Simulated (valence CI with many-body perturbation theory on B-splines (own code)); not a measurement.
**Pm2+ in brief**

Method: valence CI with perturbative core correlation (CI+MBPT): five valence electrons over a frozen Dirac-Fock core [Xe], a basis of 7 s, 7 p, 7 d, 7 f, 4 g, 2 h functions for each j, with the one-electron correlation potential Σ1 (screened to all orders), the two-electron term Σ2, the three-electron term Σ3, Breit, model QED; the open f shell's mean field enters the energy denominators; selected single and double excitations, second order for the rest, scaled by the run's own slope (own B-spline code, finite nucleus).

With an open or low-lying f shell, different configurations can be misplaced against each other by up to about 5,000 cm⁻¹. No measured spectrum was set against this ion. As an estimate, terms of the open shell hold to a few per cent of their energy, and close levels can change places; configurations with another count of f electrons can be misplaced by thousands of cm⁻¹. Not all symmetries were solved, so the list stops early. Among the levels kept, up to 2400 cm⁻¹ of a level comes from second order outside the variational space, and about a tenth of that is noise between levels of different J, which matters for small intervals.

Rates and lifetimes use the calculated energies. Strong lines usually hold to 10 to 20 %, long lifetimes can be off by a factor of two.

Question: What is the ground level?

Answer: 4f⁵ ⁶H°_5/2, composition 90 % 4f⁵ ⁶H° + 4 % 4f⁵ ⁴G°, g = 0.296.

Question: Where does the other parity begin?

Answer: At 4f⁴5d ⁶L_11/2, 18011 cm⁻¹.

Question: How well does LS coupling describe the low levels?

Answer: Among the lowest 20 levels the leading LS term, summed over configurations, holds 88 % on average. For single configurations the figures are 82 % in LS and 42 % in jj coupling. Terms mix most in the J = 13/2 level at 18080 cm⁻¹, where the leading one holds 54 %.

Question: What is the ionisation energy?

Answer: 22.496 eV; NIST lists 22.44 ± 0.08 eV (semi-empirical).

Question: Name the longest-lived excited levels whose lifetime is computed, and their main decay.

Answer: 4f⁵ ⁶F°_1/2 at 5394 cm⁻¹ lives 10300 s, mostly by E2 to 4f⁵ ⁶H°_5/2.
